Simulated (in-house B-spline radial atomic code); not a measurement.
Configurations of P, with energies counted from [Ne] 3s2 3p3. Computed with a radial B-spline atomic code at the basis-set limit: scalar-relativistic (X2C) wB97X, spin-polarised, spherical fractional occupations, exact exchange averaged over the configuration, Fermi nucleus of rms radius 3.1889 fm. Shells without spins written out take the highest spin.

Occupations are held fixed; configurations that lie above the ionisation limit could autoionise.

```tsv
configuration	E - E(ref) (eV)	highest orbital	its <r> (bohr)
[Ne] 3s2 3p2 4s1	7.0869	4s up	6.321
[Ne] 3s1 3p3 4d1	14.901	4d up	14.6
[He] 2s2 2p5 3s2 3p3 4s1	135.1	4s up	6.001
```

(1) Order these further configurations by energy, lowest first.
A. [He] 2s2 2p5 3s2 3p3 4d1
B. [Ne] 3s1 3p3 4s1
C. [Ne] 3s1 3p3 3d1
D. [Ne] 3s1 3p4

## Answers

(1) D (8.074 eV), B (12.676 eV), C (14.052 eV), A (137.38 eV).
